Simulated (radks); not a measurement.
Task: Tc3+, 40 electrons, occupied as [Kr] 4d3.5 5s0.5 (fractional occupations, a model configuration). All-electron calculation, Dirac Kohn-Sham, PBE, spin-unpolarised, spherical densities, point nucleus; open shells fill j = l - 1/2 first. Program: a radial shooting solver on a logarithmic mesh with Libxc functionals. Some entries of the table are withheld. Estimate them.

| orbital | occ. | eigenvalue (eV) | <r> (bohr) | r(max) (bohr) |
|---|---|---|---|---|
| 1s1/2 | 2 | -20891.65 | 0.03428 | 0.02228 |
| 2s1/2 | 2 | -3008.814 | 0.1492 | 0.1263 |
| 2p1/2 | 2 | (1) | 0.1271 | (2) |
| 2p3/2 | 4 | (3) | 0.1318 | (4) |
| 3s1/2 | 2 | -551.6498 | 0.4151 | 0.3724 |
| 3p1/2 | 2 | -462.5939 | 0.4090 | (5) |
| 3p3/2 | 4 | -442.8109 | 0.4195 | (6) |
| 3d3/2 | 4 | -285.3507 | 0.3968 | 0.3098 |
| 3d5/2 | 6 | -281.5467 | 0.4003 | 0.3126 |
| 4s1/2 | 2 | -105.7974 | 1.049 | 0.9471 |
| 4p1/2 | 2 | -79.4911 | 1.134 | 1.002 |
| 4p3/2 | 4 | -76.4464 | 1.161 | 1.025 |
| 4d3/2 | 3.5 | -37.0539 | 1.489 | 1.219 |
| 4d5/2 | 0 | -36.6948 | 1.501 | 1.228 |
| 5s1/2 | 0.5 | -28.6173 | 2.587 | 2.359 |

Result: 
(1) 2p1/2 eigenvalue (eV): -2777.016
(2) 2p1/2 r(max) (bohr): 0.09815
(3) 2p3/2 eigenvalue (eV): -2658.766
(4) 2p3/2 r(max) (bohr): 0.1020
(5) 3p1/2 r(max) (bohr): 0.3594
(6) 3p3/2 r(max) (bohr): 0.3688
